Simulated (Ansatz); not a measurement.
Isolated molecules relaxed with PBE0-D4/def2-TZVP in Ansatz; ΔE leaves out vibrations. CBS: MP2 limit from def2 TZ/QZ plus the TZ coupled-cluster correction, frozen cores. DFT in def2-TZVPP. B3LYP here is the variant with VWN-RPA as its local correlation; programs differ in this. For Ge outer-core shells are correlated without core-valence functions, which leaves a few kJ/mol of doubt a bond. Scalar relativity is left out up to krypton. Each species was taken in one conformer, which may not be the lowest.

Reaction (ligand exchange at the Si–C bond): `N[SiH2]C[SiH2]Cl` + `[NH2][GeH3]` → `Cl[SiH2][NH][GeH3]` + `C[SiH2]N`

`N[SiH2]C[SiH2]Cl`:

Z-matrix (Å, degrees):
```
Si
C 1 1.873
N 1 1.721 2 109.5
H 1 1.484 2 111.5 3 117.1
H 1 1.495 2 106.8 3 -124.8
Si 2 1.855 1 115.7 3 172.3
H 2 1.098 1 108.2 3 52.9
H 2 1.095 1 109.0 3 -63.3
H 3 1.008 1 120.7 2 -62.3
H 3 1.007 1 119.0 2 154.9
Cl 6 2.063 2 110.0 1 53.8
H 6 1.484 2 112.0 1 172.5
H 6 1.483 2 111.1 1 -64.8
```

`[NH2][GeH3]`:

Cartesian coordinates in Å:
```
N -0.577 -0.622 -0.793
Ge 0.180 0.402 0.538
H -0.413 -0.264 -1.724
H -0.286 -1.590 -0.775
H -0.205 -0.249 1.875
H 1.722 0.514 0.464
H -0.422 1.810 0.416
```

`Cl[SiH2][NH][GeH3]`:

Z-matrix (Å, degrees):
```
Si
N 1 1.700
Cl 1 2.071 2 113.9
H 1 1.480 2 109.8 3 118.4
H 1 1.479 2 108.8 3 -117.5
Ge 2 1.848 1 126.2 3 77.6
H 2 1.010 1 116.5 3 -82.3
H 6 1.537 2 108.4 1 140.5
H 6 1.533 2 105.9 1 21.0
H 6 1.539 2 110.9 1 -99.2
```

`C[SiH2]N`:

Z-matrix (Å, degrees):
```
C
Si 1 1.871
H 1 1.093 2 111.2
H 1 1.094 2 110.5 3 119.8
H 1 1.093 2 111.2 3 -120.4
N 2 1.720 1 116.4 3 60.2
H 2 1.489 1 108.4 3 -179.4
H 2 1.489 1 108.4 3 -60.3
H 6 1.007 2 120.7 1 73.7
H 6 1.007 2 120.7 1 -73.5
```

```tsv
level	ΔE (kJ/mol)
B3LYP-D4	-66.1
r2SCAN	-63.0
HF/def2-TZVPP	-75.4
HF/def2-QZVPP	-76.4
```

**Question.** What does CCSD(T)/CBS give? (An estimate is asked.)

**Answer.** Ansatz gave: -64.4 kJ/mol. The listed levels differ from it by -1.7, 1.4, -11.0, -12.0 kJ/mol.

Largest T1 diagnostic among the species: 0.011.

In def2-TZVPP, CCSD(T) changes the Hartree–Fock value by +11.1 kJ/mol (the triples alone add +1.4 kJ/mol) and MP2 by +10.0 kJ/mol.
